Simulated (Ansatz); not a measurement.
## Dissociation curves of InCl (SMILES [Cl][In])

InCl: 2 atoms, total charge 0, spin state singlet. SMILES: `[Cl][In]`. The coordinates come from a PBE0-D4/def2-TZVP relaxation.

```xyz
2

Cl    0.0000    0.0000   -0.0139
In    0.0000    0.0000    2.3996
```

The Cl1–In2 distance is scanned; the parts on either side stay rigid. Basis STO-3G, 23 core orbitals frozen in the correlated methods; program Ansatz 0.2.0. FCI is exact within this basis and core. Energies in eV from each method's value at 2.414 Å; methods without a U are spin-restricted; a dash marks a point that is missing or didn't converge. The shape above is that at 2.414 Å.

| distance (Å) | revPBE | B3LYP | wB97M-V | RPA@PBE | CCSD | CCSD(T) |
| --- | --- | --- | --- | --- | --- | --- |
| 2.414 | 0.00 | 0.00 | 0.00 | 0.00 | 0.00 | 0.00 |
| 3.017 | 1.52 | 1.63 | 1.76 | 1.44 | 1.62 | 1.62 |
| 3.620 | 3.14 | 3.34 | 3.66 | 2.98 | 3.48 | 3.49 |
| 4.827 | 4.58 | 4.98 | 5.57 | 3.29 | 5.34 | 5.36 |
| 6.034 | 4.86 | 5.35 | 6.18 | – | 6.01 | 6.03 |

(1) Estimate the FCI curve, and say how far off each method is.

Results:

(1) 
```
distance (Å)   FCI
       2.414  0.00
       3.017  1.62
       3.620  3.49
       4.827  5.36
       6.034  5.76
```

Departure from the FCI curve at its largest: revPBE -0.90 eV at 6.03 Å; B3LYP -0.41 eV at 6.03 Å; wB97M-V +0.42 eV at 6.03 Å; RPA@PBE -2.07 eV at 4.83 Å; CCSD +0.25 eV at 6.03 Å; CCSD(T) +0.27 eV at 6.03 Å. For the functionals part of the departure is owed to the small basis.
